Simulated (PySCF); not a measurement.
# Cost of response and excited-state runs on SMILES N#CC(C#N)=C(C#N)/C=C/C=C/[SiH3], C9H7N3Si

Cartesian coordinates in Å; atom numbers follow the order of the lines, from 1:
```xyz
20

N    -3.1350    1.4070    2.7068
C    -3.1985    0.9347    1.6636
C    -3.2699    0.3542    0.3802
C    -4.5653    0.2235   -0.1621
N    -5.6260    0.1265   -0.5860
C    -2.1430   -0.0559   -0.2938
C    -2.3035   -0.6289   -1.5817
N    -2.4173   -1.0927   -2.6227
C    -0.8258    0.0711    0.2458
C     0.2944   -0.3258   -0.4023
C     1.6028   -0.1905    0.1551
C     2.7252   -0.5778   -0.4717
Si    4.4623   -0.4130    0.2367
H    -0.7527    0.5142    1.2313
H     0.2179   -0.7688   -1.3885
H     1.6625    0.2528    1.1411
H     2.6201   -1.0166   -1.4577
H     5.0379   -1.7559    0.3187
H     5.2349    0.4290   -0.6773
H     4.3737    0.1982    1.5615
```

PySCF with density fitting, on 1 thread of an Arm Neoverse V1, shared host. Command: `OMP_NUM_THREADS=1 python excited_run.py task.json out`

Question: How long does this run take, and how much memory?
- excited states, CAM-B3LYP/def2-SVP; Tamm-Dancoff; spin-orbit couplings; 5 states; 6 triplets; quadratic response for 4 states

Answer: 
| run | level | basis functions | wall time | peak memory (GiB) |
| --- | --- | --- | --- | --- |
| excited states | CAM-B3LYP/def2-SVP | 221 | 88 s | 1.1 |

Times from a shared host are rough.
